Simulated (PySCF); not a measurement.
C₉H₇P.
SMILES with atom numbers: `[cH:1]1[cH:2][cH:3][c:4]2[p:5][cH:6][cH:7][cH:8][c:9]2[cH:10]1` (hydrogens: H11 on C1; H12 on C2; H13 on C3; H14 on C6; H15 on C7; H16 on C8; H17 on C10)

Level: CAM-B3LYP/def2-SVPD in PySCF, non-relativistic, on one gas-phase PBE0-D3(BJ)/def2-SVP geometry that isn't relaxed in the solvent. The solvent is an IEF-PCM continuum (van der Waals radii × 1.2), and excitations are vertical TDDFT with non-equilibrium linear response and a frozen core. Specific hydrogen bonds and non-electrostatic terms are outside this model.

Gas-phase singlets (H = HOMO, L = LUMO):

```tsv
state	E (eV)	λ (nm)	f	leading configuration
S1	4.063	305	0.103	H→L 94%
S2	4.319	287	0.011	H→L+1 55%
S3	4.803	258	0.012	H-2→L 96%
S4	5.495	226	0.088	H→L+2 82%
S5	5.577	222	0.723	H-1→L 46%
```

Q: Give the list for cyclohexane (ε = 2.017), n² = 2.04.

A: 
```json
{"state": "S1", "E (eV)": "3.978", "λ (nm)": "312", "f": "0.156", "leading configuration": "H→L 96%", "change by rank (eV)": "-0.085"}
{"state": "S2", "E (eV)": "4.311", "λ (nm)": "288", "f": "0.016", "leading configuration": "H→L+1 57%", "change by rank (eV)": "-0.008"}
{"state": "S3", "E (eV)": "4.791", "λ (nm)": "259", "f": "0.016", "leading configuration": "H-2→L 96%", "change by rank (eV)": "-0.012"}
{"state": "S4", "E (eV)": "5.358", "λ (nm)": "231", "f": "1.037", "leading configuration": "H-1→L 55%", "change by rank (eV)": "-0.137"}
{"state": "S5", "E (eV)": "5.484", "λ (nm)": "226", "f": "0.051", "leading configuration": "H→L+2 93%", "change by rank (eV)": "-0.093"}
```

Q: The ground-state energy changes by -0.058 eV from gas to cyclohexane. By how much does the total energy of gas-phase S1 change?

A: E(S1) = E(S0) + excitation energy, so it changes by -0.058 − 0.085 = -0.143 eV: it is lowered more than the ground state, which is what a red shift means. This is the vertical state, with the slow part of the continuum still set for S0.

Q: How do the frontier levels move from gas to cyclohexane?

A: 
| orbital | gas (eV) | solvent (eV) | change (eV) |
| --- | --- | --- | --- |
| LUMO+2 | 0.87 | 0.90 | +0.03 |
| LUMO+1 | 0.11 | 0.15 | +0.04 |
| LUMO | -0.90 | -0.88 | +0.02 |
| HOMO | -7.40 | -7.37 | +0.03 |
| HOMO-1 | -8.60 | -8.58 | +0.02 |
| HOMO-2 | -9.08 | -9.09 | -0.01 |
| HOMO-3 | -9.49 | -9.47 | +0.02 |

The HOMO–LUMO gap goes from 6.50 to 6.49 eV.
